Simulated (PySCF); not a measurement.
ReO3Br, SMILES [O]=[Re](=[O])([Br])=[O], multiplicity 1.

Geometry: B3LYP-D3(BJ)/def2-SVP. The spin state was assumed, not searched. The def2 effective core potentials stand for the cores of Re; spin–orbit coupling is left out.

Two levels are set side by side: TDA-PBE/def2-SVPD (PySCF) and TDA-B3LYP/def2-SVPD (PySCF). Vertical, same geometry. The lowest singlet is HOMO−1→LUMO 49 %, HOMO→LUMO+1 49 % with PBE and HOMO−2→LUMO 54 %, HOMO→LUMO 17 %, HOMO−1→LUMO+1 17 % with the other functional; states are paired by order. Differences are taken from unrounded values.

```json
[
 {"quantity": "lowest singlet excitation (eV)", "TDA-B3LYP": "4.39", "TDA-PBE": "4.21", "TDA-PBE minus TDA-B3LYP": "-0.18"},
 {"quantity": "lowest triplet excitation (TDA) (eV)", "TDA-B3LYP": "3.95", "TDA-PBE": "3.87", "TDA-PBE minus TDA-B3LYP": "-0.08"}
]
```

A lower first singlet is the usual sign of a functional without exact exchange. Differences between two approximate levels are no errors against the true value.

Rough cost on one machine, each run with all the roots and properties that it gave: TDA-B3LYP against TDA-PBE about 2 times.
